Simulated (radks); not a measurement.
Values are calculated unless marked as measured or tabulated.
The mean radii <r> (bohr) of the occupied orbitals of an atom or ion are listed with their occupations. Level of theory: Dirac Kohn-Sham, PBE, spin-unpolarised, spherical densities, finite nucleus; Fermi nuclear charge, rms radius of each element as measured or else 0.836 A^(1/3) + 0.57 fm (a radial shooting solver on a logarithmic mesh with Libxc functionals).

| orbital | occ. | <r> |
|---|---|---|
| 1s1/2 | 2 | 0.03111 |
| 2s1/2 | 2 | 0.1345 |
| 2p1/2 | 2 | 0.1141 |
| 2p3/2 | 4 | 0.1192 |
| 3s1/2 | 2 | 0.3682 |
| 3p1/2 | 2 | 0.3600 |
| 3p3/2 | 4 | 0.3709 |
| 3d3/2 | 4 | 0.3437 |
| 3d5/2 | 6 | 0.3472 |
| 4s1/2 | 2 | 0.9058 |
| 4p1/2 | 2 | 0.9670 |
| 4p3/2 | 4 | 0.9961 |
| 4d3/2 | 3.2 | 1.242 |
| 4d5/2 | 4.8 | 1.256 |
| 6f5/2 | 0.428571 | 14.06 |
| 6f7/2 | 0.571429 | 14.06 |

Name the element and its charge. Open shells, if any, are shared by 2j + 1.

Answer. Z = 47, silver, charge +2: Ag2+ in [Kr] 4d8 6f1. The 1s radius gives Z: for a bare nucleus <r> = (2 gamma + 1)/(2Z) with gamma = sqrt(1 - (Z/c)^2), 0.03062 bohr for Z = 47, and screening makes it slightly larger (0.03111 here). The occupations add up to 45, and the charge is Z minus that.
